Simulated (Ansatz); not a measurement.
The same path of BrGeH3 + CH4 (10 atoms, charge 0, multiplicity 1) was run twice with different band settings. Lost on the way: Ge1–Br2, H6–C7. Made: Ge1–C7, Br2–H6.

All numbers below come from RKS PBE0/def2-SVP (Ansatz 0.2.0).

Relaxed end points:

```xyz
10
Properties=species:S:1:pos:R:3
Ge -0.508 -2.239 -0.029
Br 1.781 -1.906 0.083
H -0.820 -2.784 -1.430
H -0.878 -3.250 1.064
H -1.175 -0.878 0.209
H 0.909 1.285 0.083
C 0.320 2.210 0.021
H -0.448 2.213 0.806
H -0.163 2.274 -0.964
H 0.983 3.075 0.158
```

```xyz
10
Properties=species:S:1:pos:R:3
Ge -0.928 -0.587 -0.141
Br 3.243 -0.918 0.317
H -0.604 -1.271 -1.481
H -0.191 -1.365 0.978
H -2.439 -0.701 0.131
H 1.967 -1.346 0.787
C -0.347 1.274 -0.146
H -0.613 1.762 0.803
H -0.831 1.821 -0.968
H 0.743 1.331 -0.279
```

Common settings: spring 5.0 eV/Å²; optimiser quadratic models (default); start path through a guess of the saddle point; force threshold 0.05 eV/Å; iteration limit 60; end points relaxed.

| run | movable images | climbing image |
| --- | --- | --- |
| 1 | 7 | yes |
| 2 | 6 | no |

Problem. What does each run give, and how far can it be trusted?

Solution. Run 1: converged after 9 iterations, highest image 2.670 eV above the first end. A vibrational analysis at the climbing image gives one clearly imaginary mode, 545i cm⁻¹: a first-order saddle point.
Run 2: converged after 11 iterations, highest image 2.501 eV above the first end. Neighbouring images differ by up to 1.3 eV, so the band resolves the path poorly. No image climbed, so the highest image needn't sit at the top of the path.
The orbitals stay closed-shell, which can raise the energy where a bond breaks towards radicals; this wasn't checked here.
